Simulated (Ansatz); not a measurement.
**InHCl (SMILES [Cl][InH]): methods side by side**

InHCl has 3 atoms, charge 0, and is taken as a doublet. As SMILES, `[Cl][InH]`. The coordinates come from a PBE0-D4/def2-TZVP relaxation.

```xyz
3

Cl   -1.6498    0.3968   -0.8674
In    0.4095    0.5424    0.2861
H     1.2294   -1.0039    0.5681
```

Quantity: the energy change with the In2–H3 bond stretched from 1.773 to 2.659 Å, in eV. The values are calculated.

| level | kind | program | value (eV) | less FCI/STO-3G |
| --- | --- | --- | --- | --- |
| USVWN5/STO-3G | LDA | Ansatz | 2.52 | +0.49 |
| U-revPBE/STO-3G | GGA | Ansatz | 2.31 | +0.28 |
| U-r2SCAN/STO-3G | meta-GGA | Ansatz | 2.41 | +0.38 |
| UPBE0/STO-3G | global hybrid | Ansatz | 2.38 | +0.35 |
| UCAM-B3LYP/STO-3G | range-separated hybrid | Ansatz | 2.48 | +0.45 |
| UHSE06/STO-3G | range-separated hybrid | Ansatz | 2.37 | +0.34 |
| RPA@PBE/STO-3G | RPA | Ansatz | 2.08 | +0.05 |
| UMP2/STO-3G | perturbation theory | Ansatz | 2.22 | +0.19 |
| UCCSD(T)/STO-3G | coupled cluster or CI | Ansatz | 2.03 | 0.00 |
| FCI/STO-3G | exact in the basis | Ansatz | 2.03 | 0.00 |

FCI/STO-3G is exact within its basis and frozen core, so for wave-function methods in that basis the difference is their error; functionals converge differently with the basis, so for them it is only a difference. All-electron rows without a relativistic Hamiltonian named are non-relativistic. The first shape isn't each level's own minimum. The values span 2.03 to 2.52 eV. Spin contamination of the reference (⟨S²⟩ at least 0.1 too high) touches UMP2/STO-3G, UCCSD(T)/STO-3G. All rows use very small basis sets, so even the best lies far from the true value. In the correlated wave-function rows the outer d shell of In is correlated, in sets not made for it.
